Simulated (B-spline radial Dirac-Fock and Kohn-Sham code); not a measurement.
Eu²⁺ 5p3/2: cross section and angular parameters

System: europium as Eu²⁺ in the configuration [Xe] 4f7; threshold 40.49 eV (orbital energy of the model). These are calculated numbers from an atomic code on a B-spline grid; the model is Dirac-Hartree-Slater photoionisation with a Latter tail; cross sections with all multipoles, angular parameters from the dipole term and its interference with E2.

Input file task.json (cfg lists n, l and occupation; rrms is the nuclear radius in fm):

```json
{"items": [{
  "Z": 63,
  "q": 2,
  "cfg": [[1, 0, 2], [2, 0, 2], [2, 1, 6], [3, 0, 2], [3, 1, 6], [3, 2, 10], [4, 0, 2], [4, 1, 6], [4, 2, 10], [4, 3, 7], [5, 0, 2], [5, 1, 6]],
  "A": 153,
  "rrms": 5.1115,
  "do": "xps",
  "hv": [52.2, 60, 65.3, 76.1, 83.6, 100, 112.0, 114.0, 122.0, 137.0, 149.0, 150, 159.0, 327.0, 341.0, 400, 564.0, 600, 1090.0, 1990.0, 2230.0, 3080.0, 3210.0, 4000, 5414.7, 7740.0, 8580.0, 10500.0, 12100.0, 15000]
}]}
```

Launch: `python xray2_run.py task.json out`

For linearly polarised light dσ/dΩ = σ/(4π) [1 + β P₂(cos θ) + (δ + γ cos²θ) sin θ cos φ], with θ from the polarisation vector and φ the angle between the beam and the projection of the electron momentum on the plane normal to the polarisation.

| hν (eV) | σ (kb) | β | γ | δ |
| --- | --- | --- | --- | --- |
| 52.2 | 1200 | 1.581 | 0.179 | -0.017 |
| 60 | 736 | 1.156 | 0.298 | -0.030 |
| 65.3 | 577 | 0.898 | 0.323 | -0.033 |
| 76.1 | 386 | 0.405 | 0.316 | -0.034 |
| 83.6 | 312 | 0.140 | 0.266 | -0.030 |
| 100 | 224 | -0.168 | 0.122 | -0.014 |
| 112 | 190 | -0.206 | 0.035 | -0.001 |
| 114 | 186 | -0.202 | 0.024 | 0.001 |
| 122 | 171 | -0.168 | -0.015 | 0.008 |
| 137 | 150 | -0.054 | -0.056 | 0.018 |
| 149 | 137 | 0.052 | -0.066 | 0.024 |
| 150 | 136 | 0.061 | -0.067 | 0.024 |
| 159 | 128 | 0.139 | -0.065 | 0.027 |
| 327 | 61.1 | 1.018 | 0.171 | 0.023 |
| 341 | 58.2 | 1.057 | 0.184 | 0.022 |
| 400 | 48.2 | 1.189 | 0.221 | 0.017 |
| 564 | 31.2 | 1.410 | 0.238 | 0.008 |
| 600 | 28.7 | 1.442 | 0.232 | 0.006 |
| 1090 | 11.9 | 1.654 | 0.081 | 0.000 |
| 1990 | 4.15 | 1.738 | -0.036 | 0.002 |
| 2230 | 3.35 | 1.743 | -0.031 | 0.002 |
| 3080 | 1.76 | 1.740 | 0.049 | 0.005 |
| 3210 | 1.62 | 1.737 | 0.067 | 0.005 |
| 4000 | ? | ? | ? | ? |
| 5414.7 | 0.515 | 1.680 | 0.438 | 0.012 |
| 7740 | 0.220 | 1.611 | 0.828 | 0.023 |
| 8580 | 0.170 | 1.586 | 0.957 | 0.027 |
| 10500 | 0.101 | 1.532 | 1.225 | 0.039 |
| 12100 | 0.0698 | 1.490 | 1.421 | 0.050 |
| 15000 | 0.0390 | 1.418 | 1.727 | 0.070 |

Q: Give the values at 4000 eV.

A: σ = 1.01 kb, β = 1.720, γ = 0.192, δ = 0.007.
